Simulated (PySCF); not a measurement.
**Working out the ionisation energy of O⁺**

O⁺ [He] 2s2 2p3 (4S) → O²⁺ [He] 2s2 2p2 (3P). Computed with PySCF 2.14 in cc-pVTZ-DK (4s3p2d1f, 30 functions), with scalar relativity by spin-free X2C-1e. Frozen: 1s2. Energies in hartree (1 hartree = 27.21139 eV):

```tsv
part	O⁺ (lower)	O²⁺ (upper)
UHF	-74.422858	-73.152878
CCSD correlation	-0.112746	-0.096425
(T)	-0.001599	-0.001305
```

Question: What does Hartree-Fock give?

Answer: (-73.152878) − (-74.422858) = 1.269980 hartree = 34.558 eV.

Question: What do CCSD and CCSD(T) give?

Answer: The CCSD correlation energies differ by 0.016321 hartree = 0.444 eV and the triples by 0.000294 hartree = 0.008 eV, so CCSD gives 35.002 eV and CCSD(T) 35.010 eV.

Reference: 35.121 eV (measured; NIST Atomic Spectra Database, ionization energies), between the lowest levels; spin-orbit coupling is absent from the calculation.

What remains against the reference includes basis incompleteness, the frozen core and higher excitations.
